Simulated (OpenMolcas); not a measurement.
Te3+: the spin-orbit constant, worked from levels

- Program: OpenMolcas 26.06
- Basis: ANO-RCC-VTZP [7s6p4d2f1g]
- Scalar Hamiltonian: DKH2, point nucleus
- Active space: 3 electrons in 4 orbitals (5s 5p)
- State averaging: 2S+1 = 4 odd, 1 root; 2S+1 = 2 odd, 11 roots; 2S+1 = 4 even, 3 roots; 2S+1 = 2 even, 9 roots
- Spin-orbit coupling: RASSI with atomic mean-field integrals over the reference wave functions, term energies averaged over their components

Methods: CASSCF; MS-CASPT2, IPEA 0.25 Eh, imaginary shift 0.1 Eh (closed shells correlated: 4d). Measured levels: Moore, Atomic Energy Levels, vol. III, NSRDS-NBS 35 (1971 reprint of NBS Circular 467, 1958).

**The spin-orbit constant.** For the Hund term 2P* of p1, E(J) = (A/2) J(J+1) + constant and ζ = 2S·A = A. From J = 1/2 to J = 3/2 the energy changes by 1.5 A.

| Source | E(3/2) - E(1/2) | A | ζ |
| --- | --- | --- | --- |
| CASSCF | 8223.8 | 5482.5 | 5483 |
| MS-CASPT2 | 8316.6 | 5544.4 | 5544 |
| measured | 9223.0 | 6148.7 | 6149 |

All in cm-1. MS-CASPT2 is off by -9.8 % and CASSCF by -10.8 %. Both methods take the spin-orbit matrix elements from the reference wave functions, so the second can move ζ only through the term energies and any multistate remixing.

Over all roots computed the reference weight is 0.86 to 0.95 in MS-CASPT2; the roots of lowest weight are the least certain, and an intruder state may touch them. Computed and measured levels are paired by configuration, term and J; levels that our copy of the source lacks, or whose pairing is in doubt (as where it misses far off the trend of its configuration), stay unpaired and out of the deviations. Only configurations of the active space appear.

* marks odd parity.
